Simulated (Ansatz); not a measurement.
```yaml
crystal:
  periodic: [false, false, false]
  atoms:
    - {symbol: F, position_ang: [-0.481727, -2.183340, 1.037789]}
    - {symbol: Si, position_ang: [-1.022759, -0.855691, 0.293835]}
    - {symbol: Si, position_ang: [0.474258, 0.616532, 0.106781]}
    - {symbol: Cl, position_ang: [-1.469015, -1.420431, -1.674585]}
    - {symbol: H, position_ang: [-0.220576, 2.006691, -0.643484]}
    - {symbol: H, position_ang: [0.925890, 1.305198, 1.492408]}
    - {symbol: H, position_ang: [1.701808, 0.410853, -0.526600]}
basis:
  gaussian: {orbitals: def2-TZVPD}
magnetization: {spin_polarized: true, initial_magnetization: 1}
hamiltonian: {xc: {name: PBE1PBE}}
```

```sh
$ ansatz run in.yaml --threads 4 --pin off --events-out ev --progress --plain --max-ram 10444MiB
```

Shortened log:

```
Error: YAML parse error: error: line 14 column 19: hamiltonian.xc: no functional is named "PBE1PBE"; the names, which are not case-sensitive, are SVWN5, SPW92, PBE, PBE0, PBEsol, revPBE, revPBE0, RPBE, rPW86-PBE, HSE06, wPBEh, LC-wPBE, HISS, HF, BLYP, B3LYP, B3LYP5, BHLYP, CAM-B3LYP, r2SCAN, r2SCANh, r2SCAN0, r2SCAN50, m-r2SCAN, B97, wB97, wB97X, wB97X-V, B97M-V, wB97M-V, B2PLYP, B2GP-PLYP, PBE0-DH, PBE-QIDH
12 |   gaussian: {orbitals: def2-TZVPD}
13 | magnetization: {spin_polarized: true, initial_magnetization: 1}
14 | hamiltonian: {xc: {name: PBE1PBE}}
```

Problem. Something in this input is off. What?

Solution. The method's name isn't one that the program takes here. The input was rejected before any iteration.

HSE06 is defined as in plane-wave codes.
